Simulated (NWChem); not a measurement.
System meant: CH6O2Si2; SMILES O=C[Si@@H](O)[SiH3]

Input file for NWChem:

```
start job
memory heap 200 mb stack 900 mb global 1100 mb
geometry units angstroms noautosym nocenter noautoz
  O      1.389930     1.995427    -0.030055
  C      0.235161     1.717015    -0.298296
  Si    -0.572682     0.105505     0.383859
  O     -2.082061     0.056243    -0.341088
  Si     0.813955    -1.731258    -0.120177
  H     -0.368618     2.398944    -0.946739
  H     -0.675437     0.262443     1.866483
  H     -2.661423    -0.688822    -0.129933
  H      1.143841    -1.765683    -1.571188
  H      2.075727    -1.654153     0.663553
  H      0.119911    -3.005922     0.225658
end
basis spherical
  * library 6-31g*
end
dft
  xc m06-2x
  iterations 150
end
property
  shielding
end
task dft property
```

End of the output:

```
 Vector   31  Occ=0.000000D+00  E= 4.780528D-02
              MO Center=  1.5D-01, -9.0D-01,  1.7D-01, r^2= 5.4D+00
   Bfn.  Coefficient  Atom+Function         Bfn.  Coefficient  Atom+Function
  ----- ------------  ---------------      ----- ------------  ---------------
    40      0.846638   3 Si py               86     -0.747001   9 H  s
    70      0.700371   5 Si s                72      0.661616   5 Si py
    73     -0.651368   5 Si pz               38     -0.512765   3 Si s
    20     -0.388077   2 C  s                71     -0.373018   5 Si px
    82      0.370757   7 H  s                90      0.350484  11 H  s

 center of mass
 --------------
 x =  -0.03329468 y =   0.06148999 z =  -0.03619787

 moments of inertia (a.u.)
 ------------------
         783.374786931690          -4.281756563286           0.141645135840
          -4.281756563286         560.069609192294           3.897094937292
           0.141645135840           3.897094937292        1237.419768132226

     Multipole analysis of the density
     ---------------------------------

     L   x y z        total         alpha         beta         nuclear
     -   - - -        -----         -----         ----         -------
     0   0 0 0     -0.000000    -28.000000    -28.000000     56.000000

     1   1 0 0     -0.932277      0.586684      0.586684     -2.105644
     1   0 1 0     -0.768649      0.086486      0.086486     -0.941622
     1   0 0 1      0.118034      0.965649      0.965649     -1.813264

     2   2 0 0    -34.457217   -155.857960   -155.857960    277.258703
     2   1 1 0     -0.077478      3.429357      3.429357     -6.936192
     2   1 0 1     -1.133672      0.289321      0.289321     -1.712314
     2   0 2 0    -34.956422   -219.016740   -219.016740    403.077058
     2   0 1 1     -0.675939      1.304844      1.304844     -3.285627
     2   0 0 2    -34.009073    -36.812718    -36.812718     39.616363

          -----------------------------------------
          Chemical Shielding Tensors (GIAO, in ppm)
          -----------------------------------------

 ------------------------------------------------------------------------
  xm06: d2 not coded                    0
 ------------------------------------------------------------------------
 ------------------------------------------------------------------------
  current input line :
    26: task dft property
 ------------------------------------------------------------------------
 ------------------------------------------------------------------------
 This error has not yet been assigned to a category
 ------------------------------------------------------------------------
 For more information see the NWChem manual at https://nwchemgit.github.io

0: xm06: d2 not coded:Received an Error in Communication
```

Question: Can this run be used? If not, why, and what is the fix?

Answer: The run crashed. Cause: this functional's second derivatives, which shieldings need, aren't coded here; the fix takes a hybrid GGA instead. This input runs:
```
start job
memory heap 200 mb stack 900 mb global 1100 mb
geometry units angstroms noautosym nocenter noautoz
  O      1.389930     1.995427    -0.030055
  C      0.235161     1.717015    -0.298296
  Si    -0.572682     0.105505     0.383859
  O     -2.082061     0.056243    -0.341088
  Si     0.813955    -1.731258    -0.120177
  H     -0.368618     2.398944    -0.946739
  H     -0.675437     0.262443     1.866483
  H     -2.661423    -0.688822    -0.129933
  H      1.143841    -1.765683    -1.571188
  H      2.075727    -1.654153     0.663553
  H      0.119911    -3.005922     0.225658
end
basis spherical
  O library 6-31g*
  C library 6-31g*
  Si library 6-31g*
  H library 6-31g*
end
dft
  xc pbe0
  iterations 150
end
property
  shielding
end
task dft property
```
It converges to -770.65095 Ha (PBE0/6-31G* (spherical d), GIAO).
